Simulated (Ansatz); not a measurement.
```yaml
crystal:
  periodic: [false, false, false]
  atoms:
    - {symbol: C, position_ang: [0.527929, 1.636832, -1.131537]}
    - {symbol: Si, position_ang: [1.007729, 0.469100, 0.305971]}
    - {symbol: Ga, position_ang: [3.226459, -0.598512, 0.267472]}
    - {symbol: Ge, position_ang: [-0.736515, -1.508845, 0.650470]}
    - {symbol: Ge, position_ang: [-2.962532, -0.626575, 0.597660]}
    - {symbol: H, position_ang: [0.541715, 1.138928, -2.052726]}
    - {symbol: H, position_ang: [-0.572552, 1.900428, -0.861775]}
    - {symbol: H, position_ang: [1.216776, 2.202475, -1.116760]}
    - {symbol: H, position_ang: [0.948636, 1.101589, 1.775417]}
    - {symbol: H, position_ang: [3.931759, -0.563950, -1.305780]}
    - {symbol: H, position_ang: [3.747961, -1.022488, 1.104152]}
    - {symbol: H, position_ang: [-0.499452, -2.035119, -1.150457]}
    - {symbol: H, position_ang: [-0.136192, -2.463414, 1.614732]}
    - {symbol: H, position_ang: [-3.294013, 0.472136, -0.665226]}
    - {symbol: H, position_ang: [-3.117721, 0.483784, 1.845222]}
    - {symbol: H, position_ang: [-3.959882, -1.772861, 0.379715]}
basis:
  gaussian: {orbitals: def2-mTZVPP, fitting: {mean_field: def2-universal-jkfit}}
magnetization: {spin_polarized: true, initial_magnetization: 8}
hamiltonian: {xc: {name: CAM-B3LYP}, pseudopotentials: {relativity: scalar}}
output: {forces: true}
```

```sh
$ ansatz run in.yaml --threads 2 --pin off --events-out ev --progress --plain --max-ram 32768MiB --backend cpu
```

Shortened log:

```
Functional definition: CAM-B3LYP
1199 factors; integrals over basis functions are off by at most 4.3e-1 eV
1199 factors; integrals over basis functions are off by at most 7.7e-7 eV
mean field evaluation 1: about -175843.1062 eV, gradient 4.1e1 eV
mean field evaluation 2: about -175832.8937 eV, gradient 5.5e1 eV
mean field evaluation 4: about -175850.5508 eV, gradient 5.3e0 eV
mean field evaluation 8: about -175851.0916 eV, gradient 4.8e-1 eV
mean field evaluation 16: about -175851.1231 eV, gradient 3.4e-2 eV
mean field evaluation 32: about -175851.1233 eV, gradient 2.9e-4 eV
mean field -175851.12332510 eV, -6462.4095860248 hartree, gradient 1.3e-5 eV, S^2 20.021251; 6 other end points of the search recorded, 0 dependent functions left out
reference -175851.12350511 eV, -6462.4095926403 hartree; 67, 59 occupied and 142, 150 virtual orbitals, 1199 factors
Total energy: -175851.12350511 eV, -6462.4095926403 hartree
Relativity: scalar
Atom 0 at     0.527929     1.636832    -1.131537 Å, force   -10.136087    -7.855362     1.824262 eV/Å
Atom 1 at     1.007729     0.469100     0.305971 Å, force     0.920095     2.255753     0.013339 eV/Å
Atom 2 at     3.226459    -0.598512     0.267472 Å, force    -8.115900     7.399566   -17.892570 eV/Å
Atom 3 at    -0.736515    -1.508845     0.650470 Å, force    -2.297182    -1.371391     3.138471 eV/Å
Atom 4 at    -2.962532    -0.626575     0.597660 Å, force     1.260190    -2.309693     3.259015 eV/Å
Atom 5 at     0.541715     1.138928    -2.052726 Å, force    -0.179227    -0.959600    -1.323311 eV/Å
Atom 6 at    -0.572552     1.900428    -0.861775 Å, force     2.140355     0.294009    -0.552810 eV/Å
Atom 7 at     1.216776     2.202475    -1.116760 Å, force     8.555605     8.926174     0.177593 eV/Å
Atom 8 at     0.948636     1.101589     1.775417 Å, force     0.089316    -0.597480    -1.165099 eV/Å
Atom 9 at     3.931759    -0.563950    -1.305780 Å, force    -1.109350     0.435322     0.966926 eV/Å
Atom 10 at     3.747961    -1.022488     1.104152 Å, force    10.060796    -8.035711    17.149051 eV/Å
Atom 11 at    -0.499452    -2.035119    -1.150457 Å, force     0.672194    -0.450205    -3.102570 eV/Å
Atom 12 at    -0.136192    -2.463414     1.614732 Å, force     1.263254    -1.113088     1.222544 eV/Å
Atom 13 at    -3.294013     0.472136    -0.665226 Å, force    -1.838672     3.022547    -2.367075 eV/Å
Atom 14 at    -3.117721     0.483784     1.845222 Å, force    -0.644932    -0.068157    -1.191946 eV/Å
Atom 15 at    -3.959882    -1.772861     0.379715 Å, force    -0.640456     0.427318    -0.155819 eV/Å
Dipole moment:    -0.959732     0.671923    -0.290553 e Å
```

**Question.** What is wrong with this run?

**Answer.** The spin is set far too high for this molecule. Self-consistency was reached. The result belongs to that input, not to the molecule as meant.
